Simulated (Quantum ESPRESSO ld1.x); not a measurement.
Values are calculated unless marked as measured or tabulated.
The mean radii <r> (bohr) of the occupied orbitals of an atom or ion are listed with their occupations. Code: ld1.x of Quantum ESPRESSO 7.5. Model: scalar-relativistic Kohn-Sham, LDA (Slater exchange, Perdew-Zunger correlation), spin-polarised, spherical densities, point nucleus.

| orbital | occ. | <r> |
|---|---|---|
| 1s | 2 | 0.02974 |
| 2s | 2 | 0.1286 |
| 2p | 6 | 0.1122 |
| 3s | 2 | 0.3492 |
| 3p | 6 | 0.3476 |
| 3d | 10 | 0.3246 |
| 4s | 2 | 0.8476 |
| 4p | 6 | 0.9216 |
| 4d | 10 | 1.181 |
| 5s | 2 | 2.464 |

Name the element and its charge. Open shells, if any, are filled with parallel spins first.

Answer. Z = 49, indium, charge +1: In+ in [Kr] 4d10 5s2. The 1s radius gives Z: for a bare nucleus <r> = (2 gamma + 1)/(2Z) with gamma = sqrt(1 - (Z/c)^2), 0.02926 bohr for Z = 49, and screening makes it slightly larger (0.02974 here). The occupations add up to 48, and the charge is Z minus that.
